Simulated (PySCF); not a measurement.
Computed IR spectrum (relative IR intensity) of a molecule C₅H₅BO. The structure is a stationary point at PBE-D3(BJ)/def2-SVP. Other conformers were not sampled. These are PBE-D3(BJ)/def2-SVP run with PySCF values and carry that method's errors. No scaling factor is applied to the harmonic values.

```
ν (cm⁻¹)  relative intensity
--------  ------------------
130                      2.4
460                      2.7
641                      9.0
664                       21
717                       16
1023                      10
1110                      50
1153                      33
1338                     100
1442                      29
2103                      12
2116                      33
2958                      16
3057                     7.8
3393                      14
3395                      13
```

Task: Which molecule gave these data?
A. C#CB1COC1=C
B. C#CB(C#C)OC
C. C#CB1C=CCO1
D. C#CB(O)C=C=C

Result: B, C#CB(C#C)OC
